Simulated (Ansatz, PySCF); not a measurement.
Stretching the Al1–H2 bond in AlClH2 (SMILES [AlH2][Cl]) (multiplicity 1 held, fragments rigid). Energies count from the point at 1.569 Å.
Geometry at that point (charge 0, multiplicity 1):
```xyz
4

Al    -0.005    -0.351    -1.014
H     -1.393    -0.455    -1.740
H      1.376    -0.722    -1.661
Cl     0.005     0.338     0.976
```

Unrestricted levels (U-) break spin symmetry where that is lower. Active spaces are followed from a long bond inwards. Curves can end on different states.

Correlated levels freeze the cores. Rows in 3-21G, 6-31G* carry no dispersion term and start afresh at each structure (6-31G* with six Cartesian d functions). MP2/6-31G* freezes PySCF's default core.

Codes used: Ansatz (Gaussian orbitals); PySCF for 3-21G rows, 6-31G* rows. 

Other levels give for the energy at R = 5.022 Å: U-PBE/cc-pV(T+d)Z 340.8; U-B3LYP/cc-pV(T+d)Z 359.8; U-wB97X-V/cc-pV(T+d)Z 370.0; FIC-MRCISD+Q on CASSCF(2,2)/cc-pV(T+d)Z 364.6 kJ/mol.

Common cheap choices:

```csv
level,energy at R = 5.022 Å (kJ/mol)
R-HF/3-21G,696.3
R-HF/6-31G*,693.2
U-HF/6-31G*,283.3
R-B3LYP/6-31G*,510.2
U-B3LYP/6-31G*,358.0
R-MP2/6-31G*,459.2
```

Doubts at one or more of the structures used: a restricted determinant that unrestricted orbitals would lower (R-HF/3-21G, R-HF/6-31G*, R-B3LYP/6-31G*, R-MP2/6-31G*); a spin-contaminated determinant (U-HF/6-31G*, U-B3LYP/6-31G*, U-PBE/cc-pV(T+d)Z, U-B3LYP/cc-pV(T+d)Z, U-wB97X-V/cc-pV(T+d)Z).

Ansatz is a quantum-chemistry and plane-wave program.
